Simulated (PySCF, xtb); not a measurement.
Cd(SiH3)(OSiH3) (CdH6OSi2), SMILES [SiH3][O][Cd][SiH3].

GFN2-xTB (xtb) at its own geometry gives an orbital gap of 3.03 eV and a dipole moment of 5.63 D.

The structure is a stationary point at B3LYP-D3(BJ)/def2-SVP. The structure was generated by enumeration; whether it is a known compound was not checked. The def2 effective core potentials stand for the cores of Cd; spin–orbit coupling is left out. One conformer was computed; it need not be the lowest.

### Question
What does PBE/def2-TZVP (PySCF) give? (Estimate from the structure and the level; the computed values follow.)

### Answer
gap 4.44 eV (levels -6.38 and -1.94 eV), dipole 2.93 D.
